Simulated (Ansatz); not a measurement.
C2H2N3, doublet (typed; the unrestricted solution is spin-contaminated), geometry from GFN2-xTB. Base run: CCSD(T)/6-31G in Ansatz (a quantum-chemistry and plane-wave program).

Input for Ansatz:
Ansatz 0.2 input:
```yaml
crystal:
  periodic: [false, false, false]
  atoms:
    - {symbol: C, position_ang: [1.15103063, -0.07704044, -0.13352496]}
    - {symbol: N, position_ang: [0.38739531, -1.12905291, -0.11468461]}
    - {symbol: N, position_ang: [-0.84080544, -0.58618564, 0.05691775]}
    - {symbol: C, position_ang: [-0.72106642, 0.75689317, 0.12845024]}
    - {symbol: N, position_ang: [0.54227761, 1.09498140, 0.00861816]}
    - {symbol: H, position_ang: [-1.66218032, -1.17101222, 0.11174962]}
    - {symbol: H, position_ang: [-1.53967730, 1.43369588, 0.26273960]}
basis:
  gaussian:
    orbitals: 6-31G
magnetization: {spin_polarized: true, initial_magnetization: 1}
correlation: {method: ccsd_t}
```

The base run was repeated with changes; each row names its change, and settings that it needs were set with it.

| change | ΔE vs base (kcal/mol) | MP2 correlation (Eh) | CC correlation without the perturbative part (Eh) | basis functions | core-seconds (rough) |
|---|---|---|---|---|---|
| base | 0.000 | -0.46021 | -0.49433 | 49 | 10 |
| method = ccsd | 12.08 | -0.46021 | -0.49433 | 49 | 6 |
| method = bccd_t | -0.470 | -0.46021 | -0.49333 | 49 | 10 |
| electrons = all | ___ | ___ | ___ | 49 | 10 |
| reference functional = pbe0 | 0.605 | - | -0.51399 | 49 | 6 |
| electrons = outside_noble_gas | 0.000 | -0.46021 | -0.49433 | 49 | 6 |
| method = bccd | 12.71 | -0.46021 | -0.49333 | 49 | 9 |
| method = rpa | ___ | - | - | 49 | 2 |
| accuracy = high | -0.022 | -0.46022 | -0.49433 | 49 | 20 |
| fitting = cc-pVTZ-JKFIT (mean field), cc-pVTZ-RIFIT (correlation) | 0.053 | -0.46019 | -0.49431 | 49 | 8 |

### Question
Complete the blanks.

### Answer

- electrons = all, ΔE vs base (kcal/mol): -3.60
- electrons = all, MP2 correlation (Eh): -0.46634
- electrons = all, CC correlation without the perturbative part (Eh): -0.49994
- method = rpa, ΔE vs base (kcal/mol): 24.01
